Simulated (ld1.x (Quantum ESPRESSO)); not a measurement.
# Configuration tests for Fe (TM)

iron (Fe), norm-conserving Troullier–Martins (Kleinman–Bylander form), made with ld1.x (Quantum ESPRESSO) 7.5 (revPBE, scalar-relativistic). Core [Ar], reference 3d6 4s2 4p0. Waves: 4p (bound, empty): rc 2.20 bohr; 3d (bound): rc 0.85 bohr; 4f channel at 3.3 Ry: rc 2.15 bohr; 4s (bound): rc 1.75 bohr. Local part: the s channel. Core correction: none.

Energies are relative to the spin-unpolarised reference configuration 3d6 4s2 4p0; without spin polarisation the order of configurations can differ from experiment. Not all tests gave a result: 4 of 7 tests not solved or not reliable. Left out of the table: 3d6 4s1 4p0 (solver errors, printed error +3.0 meV); 3d6 4s0 4p0 (solver errors, printed error +78 meV); 3d6 4s1 4p1 (solver errors, printed error +2.8 meV); 3d4 4s0 4p0 (solver errors, printed error -1.7 eV).

| valence configuration | charge | ΔE all-electron (eV) | error AE − PS (meV) |
| --- | --- | --- | --- |
| 3d5 4s0 4p0 | +3 | 58.792 | -186 |
| 3d7 4s0 4p0 | +1 | 6.502 | -335 |
| 3d6 4s0 4p2 | 0 | 8.392 | +16 |
